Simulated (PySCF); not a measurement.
**Energy profile**

The step: SiH₂OF₂ ([OH][SiH]([F])[F]) → SiF₂ + H₂O; bonds formed: O2–H3; bonds broken: Si1–O2, Si1–H3 (atoms numbered as in the saddle structure below).

| atom | x (Å) | y (Å) | z (Å) |
| --- | --- | --- | --- |
| Si1 | -0.4173 | 0.4092 | -0.5466 |
| O2 | 0.9381 | -0.3972 | 0.3542 |
| H3 | 0.8031 | -0.6198 | -0.8932 |
| F4 | -1.6917 | -0.1746 | 0.2281 |
| F5 | -0.3370 | 1.9266 | -0.0706 |
| H6 | 0.7049 | -1.1442 | 0.9281 |

Electronic energies by CCSD(T) at an estimated basis limit (MP2 extrapolated from triple and quadruple zeta, plus CCSD(T) − MP2 in triple zeta), on PBE0-D4/def2-TZVP structures; SiH2OF2, closed shell; no counterpoise correction. PySCF 2.14 with density fitting (its default auxiliary sets; JK sets also for MP2 and CCSD(T)); basis: def2-TZVPP and def2-QZVPP; cores frozen in the correlated methods. Extrapolation: Hartree–Fock as exp(−7.88 √X), correlation as X^−2.97.

Q: Give the profile in kJ/mol, counted from the start structure. (An estimate is asked for; the value comes from the calculation.)

A: Computed:
```json
{"point": "start structure", "kJ/mol": "0.0"}
{"point": "saddle", "kJ/mol": "353.8"}
{"point": "end structure", "kJ/mol": "224.1"}
{"point": "separated: SiF2 (linked as [F][Si][F]; Si1, F4, F5; singlet) + H2O (O2, H3, H6; singlet)", "kJ/mol": "263.5"}
```

No T1 diagnostic of these runs exceeds 0.015. The restricted Hartree–Fock reference is unstable towards an unrestricted one at one or more of these structures.

Losses and insertions of silylenes and their heavier kin drive the gas-phase chemistry of silicon and germanium vapour deposition.

For scale, one of the runs: CCSD(T)/def2-TZVPP, 163 basis functions, launched by `OMP_NUM_THREADS=4 python run.py`. The run took 2.7 min on 4 CPU threads of an Arm Neoverse V2 (shared host), with 1.6 GiB of host memory at its peak.
